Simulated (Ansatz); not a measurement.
AlH4N (SMILES [NH2][AlH2]) moved off its minimum; all values from Ansatz (a first-principles code), cores frozen in correlated methods.
(charge 0, multiplicity 1)
```xyz
6

Al     0.0284    -0.2797    -0.6238
H     -1.2716    -0.1028    -1.5661
H      1.3180    -1.0888    -1.0249
N     -0.0187     0.4838     1.0228
H     -0.7145     1.0004     1.4276
H      0.7255     0.4690     1.6498
```

```
level                    largest force (eV/Å)  on atom  rms difference from CCSD(T)/aug-cc-pV(T+d)Z (eV/Å)  dipole (D)
-----------------------  --------------------  -------  --------------------------------------------------  ----------
HF/def2-TZVPP                            2.95       N4                                               0.267        0.93
PBE/def2-TZVPP                           3.51       N4                                               0.113        1.22
r2SCAN/def2-TZVPP                        3.43       N4                                               0.054        1.19
B3LYP/def2-TZVPP                         3.33       N4                                               0.034        1.11
wB97M-V/def2-TZVPP                       3.38       N4                                               0.059        1.08
MP2/aug-cc-pV(T+d)Z                      3.28       N4                                               0.039        0.91
CCSD(T)/aug-cc-pV(T+d)Z                  3.34       N4                                               0.000        0.92
```

The differences count from one level among others, with limits of its own. Forces at CCSD(T)/aug-cc-pV(T+d)Z (eV/Å):

```csv
atom,Fx,Fy,Fz
Al1,-0.535,0.467,0.591
H2,0.379,-0.055,0.260
H3,0.050,0.000,-0.003
N4,0.795,-1.673,-2.776
H5,-2.292,1.479,0.874
H6,1.603,-0.217,1.054
```
